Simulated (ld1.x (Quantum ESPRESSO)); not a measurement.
**Lu PAW: all-electron and pseudo phase curves**

| Quantity | Value |
| --- | --- |
| Element | lutetium |
| Generator | ld1.x (Quantum ESPRESSO) 7.5 |
| Type | PAW |
| Functional | PBEsol |
| Relativity | scalar-relativistic |
| Frozen core | [Kr] 4d10 |
| Valence charge | 25 |
| Reference configuration | 4f14 5s2 5p6 5d1 6s2 6p0 |
| Partial waves | 5s (bound): rcut 1.50, rcutus 1.70 bohr; 6s (bound): rcut 1.50, rcutus 1.70 bohr; 5p (bound): rcut 2.00, rcutus 2.65 bohr; 6p (bound, empty): rcut 2.00, rcutus 2.65 bohr; 5d (bound): rcut 2.90, rcutus 3.40 bohr; 5d channel at 4.9 Ry: rcut 2.90, rcutus 3.40 bohr; 4f (bound): rcut 0.75, rcutus 0.80 bohr; 4f channel at 3.9 Ry: rcut 0.75, rcutus 0.80 bohr |
| Local potential | all-electron potential smoothed inside 0.75 bohr (lloc = -1) |
| Core correction | Bessel-smoothed model core, default radius (core density twice the valence density) |
| Augmentation charge | BESSEL, radius 0.65 bohr |

The phase is arctan(r·u′/u) with u = r·R(r), unwrapped; energies in Ry, scanned from -6 to 5 Ry. A pole is an energy at which the radial function vanishes at the test radius. The pseudo phase is shifted by a multiple of π to meet the all-electron one at the reference energy, and phase errors are pseudo minus all-electron; the curves can meet again beyond the range given. Levels narrower than the energy grid can be missing from the lists of poles.

```
channel  radius (bohr)  reference energy (Ry)  poles, all-electron      poles, pseudo  unbroken range about the reference energy with phases within 0.05 rad  phase error 1 Ry above the reference energy (rad)
      s           3.69                  -0.34           0.47, 4.77         0.47, 4.78                                                        the whole range                                             -0.000
      p           3.69                  -0.10          -2.32, 1.35        -2.32, 1.76                                                              below 1.3                                             +0.043
      d           3.69                  -0.13           0.14, 3.04  -0.56, 0.21, 3.25                                                            -0.2 to 0.1                                             +0.211
      f           3.69                  -0.71                 2.18               2.18                                                        the whole range                                             +0.000
```

Note: ghost state, extra bound levels that the all-electron valence spectrum of the same l lacks: d at -8.2 eV (s, p not tested). A true bound ghost makes a file unfit for plane-wave use. Its overlap operator is not positive definite in a basis up to 400 Ry (lowest eigenvalue s -0.90, p -1.57), so the file is unfit for use: the generalised eigenproblem breaks down once the basis is large enough, and its test numbers describe a broken file.

Phases in the d channel:

```csv
E (Ry),all-electron,pseudo
-6.00,1.460,4.601
-5.48,1.454,4.596
-4.96,1.448,4.590
-4.44,1.441,4.583
-3.92,1.433,4.574
-3.40,1.422,4.563
-2.88,1.409,4.550
-2.36,1.391,4.531
-1.84,1.366,4.502
-1.32,1.324,4.450
-0.80,1.233,4.252
-0.28,0.552,0.699
0.24,-1.652,-1.589
0.76,-1.937,-1.776
1.28,-2.968,-2.037
1.80,-4.361,-3.550
2.32,-4.594,-4.471
2.84,-4.687,-4.643
3.36,-4.749,-4.727
3.88,-4.812,-4.800
4.40,-4.907,-4.902
4.92,-5.196,-5.196
```
